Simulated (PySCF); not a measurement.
# Tin: a sound run and one with changed settings

Sound run: Sn [Kr] 4d10 5s2 5p2, Sn⁺ [Kr] 4d10 5s2 5p1. Computed with PySCF 2.14 in cc-pVTZ-PP with ECP28MDF, with a scalar-relativistic core potential. The sound run starts from symmetry-adapted Hartree-Fock orbitals and uses a fine grid where one is needed.

Changed run: 6 angular points. This setting is unsound on purpose.

```
species  method  sound run (hartree)  changed run (hartree)  converged
     Sn     UHF           -213.34024             -213.34024        yes
     Sn   M06-L           -214.39839             -216.76014         no
     Sn    TPSS           -214.16166             -216.26480        yes
    Sn⁺     UHF           -213.08826             -213.08826        yes
    Sn⁺   M06-L           -214.14286             -215.93366         no
    Sn⁺    TPSS           -213.89512             -215.51512         no
```

Ionisation energy of Sn:

```json
{"method": "UHF", "sound run (eV)": "6.857", "changed run (eV)": "6.857"}
```

A coarse angular grid integrates products of high-l functions wrongly, so density functionals can shift, and the SCF can exploit the error; Hartree-Fock and MP2 need no grid.

For comparison, NIST gives 7.344 eV between the lowest levels.
